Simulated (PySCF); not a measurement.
## Removal energies of Dy(56+) from EOM-IP-GCCSD

Reference: closed-shell Dy(56+), [Ne]; one electron is removed. Calculated with PySCF 2.14, two-component X2C-1e with screened spin-orbit coupling, an uncontracted even-tempered set (17 s from 8.9 bohr⁻², ratio 2.6; 13 p from 12 bohr⁻², ratio 2.6; 6 d from 12 bohr⁻², ratio 2.8; 3 f from 260 bohr⁻², ratio 2.8); frozen 1s2; the 48 highest virtual spinors dropped; of the others 44 kept and the rest restored at second order. No Breit or QED terms. Binding energies in eV.

| level | Koopmans | second order | EOM-CCSD |
| --- | --- | --- | --- |
| 2s1/2 | 13331.1 | 13327.8 | 13327.8 |
| 2p1/2 | 12930.1 | 12927.6 | 12927.6 |
| 2p3/2 | 12095.7 | 12093.8 | 12093.9 |

For comparison, the ionisation energy of Dy(56+) is 12081 ± 5 eV (theoretical estimate listed by NIST; NIST Atomic Spectra Database, ionization energies).
